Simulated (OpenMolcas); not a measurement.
Eu⁴⁺.

| Quantity | Value |
| --- | --- |
| Program | OpenMolcas 26.06 |
| Method | RASSCF |
| Basis | ANO-RCC-VTZP [8s7p5d3f2g1h] |
| Scalar Hamiltonian | DKH2, point nucleus |
| Active space | 5 electrons in 12 orbitals (RAS2 4f; RAS3 5d, at most 1 electron) |
| State averaging | 2S+1 = 6 odd, 21 roots; 2S+1 = 4 odd, 128 roots kept (CI in the orbitals of an earlier block); 2S+1 = 2 odd, 130 roots kept (CI in the orbitals of an earlier block); 2S+1 = 6 even, 175 roots (17 in the spin-orbit step); 2S+1 = 4 even, 96 roots kept (CI in the orbitals of an earlier block, 0 in the spin-orbit step); 2S+1 = 2 even, 17 roots kept (CI in the orbitals of an earlier block, 0 in the spin-orbit step) |
| Spin-orbit coupling | state interaction with AMFI integrals over the reference wave functions, term energies averaged over their components |

Levels without dynamic correlation, in cm-1 above 4f5 6H* 5/2:

```json
{"Level": "4f5 4F* 3/2(1)", "E": "24610"}
{"Level": "4f5 6F* 1/2", "E": "9160"}
{"Level": "4f5 4M* 15/2 [71 %]", "E": "26315"}
{"Level": "4f5 4I* 9/2(1)", "E": "27099"}
```

On this reference, SS-RASPT2, IPEA 0.25 Eh, imaginary shift 0.1 Eh (closed shells correlated: 5s 5p) puts 4f5 4F* 3/2(1) at 23090 cm-1.

Estimate the other levels at that method by one scale factor, and say how well it serves.

The factor is 23090 / 24610 = 0.938. Scaled values beside those that SS-RASPT2 gives:
```
              Level  Scaled  SS-RASPT2  Miss (%)
        4f5 6F* 1/2    8592       8000      +7.4
4f5 4M* 15/2 [71 %]   24683      26790      -7.9
     4f5 4I* 9/2(1)   25419      26310      -3.4
```
For these levels the scaled values miss SS-RASPT2 by up to 7.9 %, as correlation changes each term by its own factor, spin-orbit parts do not scale and CASPT2 has its own spread within terms. This holds within one configuration; levels of others move differently, and the target method has errors of its own against measurement.

Term energies are means over components that CASPT2 splits; among the terms shown or strongly mixed into the levels shown the widest spread is 57 cm-1 (4f5 6H*, SS-RASPT2). High states are left out of the spin-orbit mixing, which shifts the levels that they would mix with. Terms from blocks run as CI alone lack orbitals of their own. Without dynamic correlation excited terms often stand tens of per cent too high (terms of higher spin than the ground term too low), and those without a measured partner can miss by more than the paired ones (holds for RASSCF). Each CASPT2 term energy is a mean over a sample of three components (holds for SS-RASPT2). Levels of configurations outside the active space are missing.

A share in square brackets marks a mixed level and gives the weight of the term that names it, the lowest over the columns. A number in round brackets counts repeated terms of one configuration in the order of the reference energies. * marks odd parity.
